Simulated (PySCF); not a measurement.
Compound: C7H10OSi.
Numbering: `[CH:1]#[C:2][C@@H:3]1[CH2:4][Si@H:5]1/[CH:6]=[CH:7]/[O:8][CH3:9]` (hydrogens: H10 on C1; H11 on C3; H12, H13 on C4; H14 on Si5; H15 on C6; H16 on C7; H17, H18, H19 on C9)

Torsions of this conformer, `[CH:1]#[C:2][C@@H:3]1[CH2:4][Si@H:5]1/[CH:6]=[CH:7]/[O:8][CH3:9]`: C4–Si5–C6–C7 -23°, C6–C7–O8–C9 0°.

The closed-shell ground state was solved at several levels (PySCF, density fitting, gas phase, non-relativistic). One conformer (not necessarily the lowest) at the PBE0-D3(BJ)/def2-SVP geometry, without solvent, vibrations or thermal averaging.

```json
{"level": "PBE0/pcSseg-1", "basis functions": "210", "HOMO (eV)": "-6.19", "LUMO (eV)": "-0.31", "gap (eV)": "5.88", "dipole (D)": "3.23"}
{"level": "wB97X-D/def2-SVPD", "basis functions": "267", "HOMO (eV)": "-7.96", "LUMO (eV)": "1.35", "gap (eV)": "9.31", "dipole (D)": "3.20"}
```

(1) What might HF/pcSseg-1 (210 basis functions) give for the same quantities?

(2) Over all these levels, which gives the widest orbital gap and which the narrowest?

(3) How far do the dipole and the HOMO energy spread over the levels?

## Answers

(1) HOMO -8.52 eV, LUMO 3.31 eV, gap 11.83 eV, dipole 3.30 D.

(2) HF/pcSseg-1 (Hartree–Fock, all exact exchange) has the widest, 11.83 eV, and PBE0/pcSseg-1 (global hybrid, 25 % exact exchange) the narrowest, 5.88 eV. The two share the basis. From the narrowest to the widest the HOMO moves by -2.33 eV and the LUMO by +3.62 eV. The HOMO need not be the same orbital at Hartree–Fock and at DFT levels.

(3) The dipole runs from 3.20 to 3.30 D (mean 3.24 D) and the HOMO from -8.52 to -6.19 eV.
